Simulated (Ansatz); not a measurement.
Total energies of CH4AlClO2, SMILES `C[O][Al]([OH])[Cl]`.

```json
{"atom": "C1", "x (Å)": "-1.062", "y (Å)": "-0.756", "z (Å)": "-1.105"}
{"atom": "O2", "x (Å)": "-0.695", "y (Å)": "-0.151", "z (Å)": "0.102"}
{"atom": "Al3", "x (Å)": "0.705", "y (Å)": "0.500", "z (Å)": "0.732"}
{"atom": "O4", "x (Å)": "0.672", "y (Å)": "1.140", "z (Å)": "2.285"}
{"atom": "Cl5", "x (Å)": "2.462", "y (Å)": "0.512", "z (Å)": "-0.405"}
{"atom": "H6", "x (Å)": "-0.227", "y (Å)": "-0.824", "z (Å)": "-1.811"}
{"atom": "H7", "x (Å)": "-1.435", "y (Å)": "-1.767", "z (Å)": "-0.916"}
{"atom": "H8", "x (Å)": "-1.865", "y (Å)": "-0.182", "z (Å)": "-1.579"}
{"atom": "H9", "x (Å)": "1.444", "y (Å)": "1.527", "z (Å)": "2.696"}
```

Total charge 0; spin multiplicity 1. All single points use the PBE0-D4/def2-TZVP geometry. It is one conformer, not always the lowest. Basis def2-TZVPP, Ansatz.

RPA on PBE orbitals: Hartree–Fock energy of these orbitals -891.57603 Eh, correlation -1.44450 Eh (frozen core).

```tsv
functional	energy without D4 (Eh)	D4 term (kJ/mol)
LDA (SPW92)	-889.88145	–
revPBE	-893.66570	-48.5
r2SCAN	-893.72161	-4.3
B97M-V	-893.65006	–
PBE0	-893.39670	-14.6
r2SCANh	-893.70749	-4.6
HSE06 (plane-wave form)	-893.37392	-13.7
BHLYP	-893.78228	-22.1
ωB97M-V	-893.77322	–
B2PLYP	-893.50075	–
```

(1) Give the same for PBE, BLYP, B3LYP, r2SCAN0, CAM-B3LYP, LC-ωPBE, ωB97X-V, PBE-QIDH. (Estimate.)

B3LYP takes the VWN-RPA correlation (the form of Gaussian; ORCA's B3LYP/G). HSE06 is the plane-wave form, built on full-range PBE exchange. The double hybrids freeze the cores in their second-order part.

Answers

(1) The calculation gave: 
```json
{"functional": "PBE", "energy without D4 (Eh)": "-893.32996", "D4 term (kJ/mol)": "-17.1"}
{"functional": "BLYP", "energy without D4 (Eh)": "-893.83013", "D4 term (kJ/mol)": "-36.8"}
{"functional": "B3LYP", "energy without D4 (Eh)": "-893.91586", "D4 term (kJ/mol)": "-27.6"}
{"functional": "r2SCAN0", "energy without D4 (Eh)": "-893.68741", "D4 term (kJ/mol)": "-5.1"}
{"functional": "CAM-B3LYP", "energy without D4 (Eh)": "-893.82909", "D4 term (kJ/mol)": "-15.0"}
{"functional": "LC-ωPBE", "energy without D4 (Eh)": "-893.55380", "D4 term (kJ/mol)": "–"}
{"functional": "ωB97X-V", "energy without D4 (Eh)": "-893.70258", "D4 term (kJ/mol)": "–"}
{"functional": "PBE-QIDH", "energy without D4 (Eh)": "-893.20571", "D4 term (kJ/mol)": "–"}
```

LC-ωPBE has ω = 0.4 bohr⁻¹.
